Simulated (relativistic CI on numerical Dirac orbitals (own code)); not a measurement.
# Electric-dipole lines of Si XIV

Computed by Dirac equation for one electron, model QED (radiative potential, 1s self-energy scaled to tabulated hydrogen-like ionisation energies) (own radial code, finite nucleus).

Configuration list: 1s, 2s, 2p, 3s, 3p, 3d, 4s, 4p, 4d, 4f, 5s, 5p, 5d, 5f, 5g, 6s, 6p, 6d. Levels of other configurations are missing.

| λ vac (nm) | Lower | Upper | A (s⁻¹) | log gf | S velocity/length |
| --- | --- | --- | --- | --- | --- |
| 0.52168 | 1s 2S_1/2 [1] | 3p 2P°_3/2 [8] | 6.42e+12 | -0.98 | 1.00 |
| 0.61804 | 1s 2S_1/2 [1] | 2p 2P°_3/2 [4] | 2.40e+13 | -0.26 | 1.00 |
| 0.61858 | 1s 2S_1/2 [1] | 2p 2P°_1/2 [2] | 2.41e+13 | -0.56 | 1.00 |
| 2.2125 | 2p 2P°_3/2 [4] | 5d 2D_5/2 [22] | 3.62e+11 | -0.80 | 1.00 |
| 2.4696 | 2p 2P°_1/2 [2] | 4d 2D_3/2 [12] | 6.65e+11 | -0.61 | 1.00 |
| 2.4699 | 2s 2S_1/2 [3] | 4p 2P°_3/2 [13] | 3.72e+11 | -0.87 | 1.00 |
| 2.4779 | 2p 2P°_3/2 [4] | 4d 2D_5/2 [15] | 7.93e+11 | -0.36 | 1.00 |
| 3.3302 | 2p 2P°_1/2 [2] | 3d 2D_3/2 [7] | 2.08e+12 | 0.14 | 1.00 |
| 3.3308 | 2s 2S_1/2 [3] | 3p 2P°_3/2 [8] | 8.61e+11 | -0.24 | 1.00 |
| 3.3355 | 2s 2S_1/2 [3] | 3p 2P°_1/2 [5] | 8.69e+11 | -0.54 | 1.00 |
| 3.3444 | 2p 2P°_3/2 [4] | 3d 2D_5/2 [9] | 2.48e+12 | 0.40 | 1.00 |
| 3.3460 | 2p 2P°_3/2 [4] | 3d 2D_3/2 [7] | 4.14e+11 | -0.56 | 1.00 |
| 5.5735 | 3p 2P°_3/2 [8] | 6d 2D_5/2 [30] | 7.22e+10 | -0.70 | 1.00 |
| 6.5142 | 3p 2P°_1/2 [5] | 5d 2D_3/2 [19] | 1.09e+11 | -0.56 | 1.00 |
| 6.5149 | 3s 2S_1/2 [6] | 5p 2P°_3/2 [20] | 6.28e+10 | -0.80 | 1.00 |
| 6.5308 | 3d 2D_3/2 [7] | 5f 2F°_5/2 [21] | 1.63e+11 | -0.20 | 1.00 |
| 6.5308 | 3p 2P°_3/2 [8] | 5d 2D_5/2 [22] | 1.30e+11 | -0.30 | 1.00 |
| 6.5361 | 3d 2D_5/2 [9] | 5f 2F°_7/2 [24] | 1.75e+11 | -0.05 | 1.00 |
| 9.5174 | 3p 2P°_1/2 [5] | 4d 2D_3/2 [12] | 2.25e+11 | 0.09 | 1.00 |
| 9.5188 | 3s 2S_1/2 [6] | 4p 2P°_3/2 [13] | 1.17e+11 | -0.20 | 1.00 |
| 9.5349 | 3s 2S_1/2 [6] | 4p 2P°_1/2 [10] | 1.19e+11 | -0.49 | 1.00 |
| 9.5502 | 3d 2D_3/2 [7] | 4f 2F°_5/2 [14] | 4.95e+11 | 0.61 | 1.00 |
| 9.5502 | 3p 2P°_3/2 [8] | 4d 2D_5/2 [15] | 2.70e+11 | 0.35 | 1.00 |
| 9.5556 | 3p 2P°_3/2 [8] | 4d 2D_3/2 [12] | 4.51e+10 | -0.61 | 1.00 |
| 9.5602 | 3d 2D_5/2 [9] | 4f 2F°_7/2 [16] | 5.30e+11 | 0.76 | 1.00 |
| 9.5629 | 3d 2D_5/2 [9] | 4f 2F°_5/2 [14] | 3.53e+10 | -0.54 | 1.00 |
| 13.346 | 4p 2P°_1/2 [10] | 6d 2D_3/2 [28] | 2.76e+10 | -0.53 | 1.00 |
| 13.375 | 4p 2P°_3/2 [13] | 6d 2D_5/2 [30] | 3.31e+10 | -0.27 | 1.00 |
| 20.569 | 4p 2P°_1/2 [10] | 5d 2D_3/2 [19] | 4.75e+10 | 0.08 | 1.00 |
| 20.572 | 4s 2S_1/2 [11] | 5p 2P°_3/2 [20] | 2.81e+10 | -0.15 | 1.00 |
| 20.610 | 4s 2S_1/2 [11] | 5p 2P°_1/2 [17] | 2.85e+10 | -0.44 | 1.00 |
| 20.631 | 4d 2D_3/2 [12] | 5f 2F°_5/2 [21] | 9.28e+10 | 0.55 | 1.00 |
| 20.631 | 4p 2P°_3/2 [13] | 5d 2D_5/2 [22] | 5.71e+10 | 0.34 | 1.00 |
| 20.644 | 4p 2P°_3/2 [13] | 5d 2D_3/2 [19] | 9.53e+09 | -0.61 | 1.00 |
| 20.650 | 4f 2F°_5/2 [14] | 5g 2G_7/2 [23] | 1.58e+11 | 0.91 | 1.00 |
| 20.650 | 4d 2D_5/2 [15] | 5f 2F°_7/2 [24] | 9.93e+10 | 0.71 | 1.00 |
| 20.656 | 4d 2D_5/2 [15] | 5f 2F°_5/2 [21] | 6.62e+09 | -0.59 | 1.00 |
| 20.659 | 4f 2F°_7/2 [16] | 5g 2G_9/2 [25] | 1.63e+11 | 1.02 | 1.00 |
| 20.662 | 4f 2F°_7/2 [16] | 5g 2G_7/2 [23] | 5.84e+09 | -0.52 | 1.00 |
| 20.681 | 4p 2P°_3/2 [13] | 5s 2S_1/2 [18] | 1.69e+10 | -0.66 | 1.00 |
| 37.876 | 5p 2P°_1/2 [17] | 6d 2D_3/2 [28] | 1.43e+10 | 0.09 | 1.00 |
| 37.881 | 5s 2S_1/2 [18] | 6p 2P°_3/2 [29] | 9.26e+09 | -0.10 | 1.00 |
| 37.956 | 5s 2S_1/2 [18] | 6p 2P°_1/2 [26] | 9.38e+09 | -0.39 | 1.00 |
| 37.981 | 5p 2P°_3/2 [20] | 6d 2D_5/2 [30] | 1.73e+10 | 0.35 | 1.00 |
| 38.079 | 5p 2P°_3/2 [20] | 6s 2S_1/2 [27] | 7.02e+09 | -0.52 | 1.00 |

Terms are leading LS components. Brackets give the number of a level in order of energy, since labels repeat. The list gives strong lines, with weight on those to low levels. Levels whose partners in the same complex of configurations lie outside the list can be far off, and so can their lines. Rates are taken at the computed energies, electric ones in the length gauge. A velocity-to-length ratio far from 1 marks an uncertain rate.

From the table, what is the radiative lifetime of 5d 2D_5/2?

The listed rates from this level add up to about 5.50e+11 s⁻¹, 99 % of its decay; with all channels τ = 1.81e-12 s.
